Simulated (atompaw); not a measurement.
## Logarithmic derivatives: gold (Au), PAW (atompaw)

Au (Z = 79), PAW, made with atompaw 4.2.0.5 (PBE, scalar-relativistic). Core [Kr] 4d10 4f14, reference 5s2 5p6 5d10 6s0.5 6p0 (charge +0.5). Waves: 5s (bound): rc 1.65 bohr; 6s (bound): rc 1.95 bohr; 5p (bound): rc 1.45 bohr; 6p (bound, empty): rc 1.45 bohr; 5d (bound): rc 1.95 bohr; 5d channel at 0.75 Ry: rc 1.95 bohr. Local part: bessel scheme, radius 1.85 bohr. Core correction: smooth core density matched at 1.40 bohr. Augmentation charge: sinc compensation charge, radius 1.85 bohr; PAW radius 1.95 bohr; waves and projectors: custom rrkj gramschmidtortho.

The phase is arctan(r·u′/u) with u = r·R(r), unwrapped; energies in Ry, scanned from -10 to 5 Ry. A pole is an energy at which the radial function vanishes at the test radius. The pseudo phase is shifted by a multiple of π to meet the all-electron one at the reference energy, and phase errors are pseudo minus all-electron; the curves can meet again beyond the range given. Levels narrower than the energy grid can be missing from the lists of poles.

**Question.** For each channel, where are the poles, and over which energies does the pseudopotential scatter like the atom?

**Answer.**

| channel | radius (bohr) | reference energy (Ry) | poles, all-electron | poles, pseudo | unbroken range about the reference energy with phases within 0.05 rad | phase error 1 Ry above the reference energy (rad) |
| --- | --- | --- | --- | --- | --- | --- |
| s | 1.96 | -0.69 | -8.15 | -8.15 | the whole range | -0.005 |
| p | 1.96 | -0.26 | -4.35 | -4.35 | the whole range | +0.000 |
| d | 1.96 | -0.81 | 0.52 | 0.52 | the whole range | -0.000 |

Phases in the p channel:

```tsv
E (Ry)	all-electron	pseudo
-10.00	1.388	1.388
-9.76	1.385	1.385
-9.52	1.381	1.381
-9.28	1.378	1.378
-9.04	1.374	1.374
-8.80	1.369	1.369
-8.56	1.365	1.365
-8.32	1.360	1.360
-8.08	1.354	1.354
-7.84	1.348	1.348
-7.60	1.341	1.341
-7.36	1.333	1.333
-7.12	1.323	1.323
-6.88	1.312	1.312
-6.64	1.298	1.298
-6.40	1.281	1.281
-6.16	1.258	1.258
-5.92	1.224	1.225
-5.68	1.172	1.172
-5.44	1.073	1.073
-5.20	0.813	0.814
-4.96	-0.256	-0.256
-4.72	-1.264	-1.264
-4.48	-1.510	-1.510
-4.24	-1.607	-1.607
-4.00	-1.660	-1.660
-3.76	-1.695	-1.695
-3.52	-1.721	-1.721
-3.28	-1.742	-1.742
-3.04	-1.761	-1.761
-2.80	-1.778	-1.778
-2.56	-1.794	-1.794
-2.32	-1.809	-1.809
-2.08	-1.825	-1.825
-1.84	-1.842	-1.842
-1.60	-1.859	-1.859
-1.36	-1.878	-1.878
-1.12	-1.898	-1.898
-0.88	-1.921	-1.921
-0.64	-1.947	-1.947
-0.40	-1.976	-1.976
-0.16	-2.010	-2.010
0.08	-2.050	-2.050
0.32	-2.099	-2.099
0.56	-2.158	-2.158
0.80	-2.231	-2.231
1.04	-2.325	-2.324
1.28	-2.445	-2.445
1.52	-2.602	-2.601
1.76	-2.803	-2.802
2.00	-3.047	-3.045
2.24	-3.313	-3.311
2.48	-3.569	-3.567
2.72	-3.787	-3.785
2.96	-3.960	-3.958
3.20	-4.093	-4.091
3.44	-4.196	-4.194
3.68	-4.276	-4.274
3.92	-4.340	-4.338
4.16	-4.391	-4.390
4.40	-4.434	-4.432
4.64	-4.469	-4.468
4.88	-4.500	-4.498
```
